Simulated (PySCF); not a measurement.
**Dipole response of V³⁺ (vanadium, charge +3)**

[Ar] 3d2, high-spin 3F determinant. All numbers are calculated (PySCF 2.14, scalar relativity by spin-free X2C-1e, in aug-cc-pVQZ-DK (9s8p6d4f3g2h, 140 functions)). Coupled (time-dependent) response in atomic units; α is the mean over directions.

| method | mean α (bohr³) | C₆ (like pair) | S(−4) |
| --- | --- | --- | --- |
| BHandHLYP | 2.165 | 5.535 | 1.586 |

S(−4) is the Cauchy moment in α(ω) = α(0) + S(−4) ω² + …

α(iu) at BHandHLYP:

| u (hartree) | α(iu) (bohr³) |
| --- | --- |
| 0 | 2.165 |
| 0.0500 | 2.161 |
| 0.100 | 2.150 |
| 0.200 | 2.106 |
| 0.300 | 2.041 |
| 0.500 | 1.878 |
| 0.750 | 1.663 |
| 1.00 | 1.462 |
| 1.50 | 1.124 |
| 2.00 | 0.8707 |
| 3.00 | 0.5493 |
| 5.00 | 0.2679 |

For an ion, C₆ is the dispersion term alone; charge-induced terms of lower order in 1/R come first.
